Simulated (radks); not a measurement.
Task: The mean radii <r> (bohr) of the occupied orbitals of an atom or ion are listed with their occupations. Calculated with a radial shooting solver on a logarithmic mesh with Libxc functionals: non-relativistic Kohn-Sham, r2SCAN, spin-unpolarised, spherical densities, point nucleus; meta-GGA in the generalised Kohn-Sham scheme.

orbital  occ.     <r>
1s          2  0.2683
2s          1   1.296
7p          1   23.01

Name the element and its charge.

Result: Z = 6, carbon, charge +2: C2+ in [He] 2s1 7p1. The 1s radius gives Z: for a bare nucleus <r> = 1.5/Z, 0.25 bohr for Z = 6, and screening makes it slightly larger (0.2683 here). The occupations add up to 4, and the charge is Z minus that.
